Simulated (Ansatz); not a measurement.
```xyz
10

C     0.3870   -1.2805    0.5797
Ge   -0.1686    0.1217   -0.6318
O     1.2558    1.1829   -0.7616
Se   -2.0234    1.3547    0.1501
H    -0.4145   -2.0074    0.7094
H     1.2691   -1.7792    0.1750
H     0.6391   -0.8461    1.5472
H    -0.6071   -0.3671   -2.0273
H     1.0512    2.0166   -1.1918
H    -1.3886    1.6043    1.4512
```

The species carries charge 0 and has multiplicity 1.

Task: List the PBE/def2-TZVPP orbital energies in eV (Ansatz 0.2.0). (Estimate.)

Result: The calculation gave: Occupied: -12302.15, -10805.00, -1562.14, -1402.92, -1402.90, -1402.84, -1338.28, -1191.72, -1191.69, -1191.68, -510.07, -269.07, -205.13, -162.93, -150.47, -150.38, -150.19, -114.43, -114.37, -114.31, -53.58, -53.56, -53.42, -53.35, -53.32, -30.34, -30.22, -30.17, -30.13, -30.13, -24.34, -17.79, -17.18, -13.37, -11.36, -10.28, -10.04, -9.37, -8.57, -8.47, -7.46, -6.82, -5.87. Lowest empty: -0.83, -0.48, -0.19, 0.40, 1.07, 1.50, 2.13, 2.30.
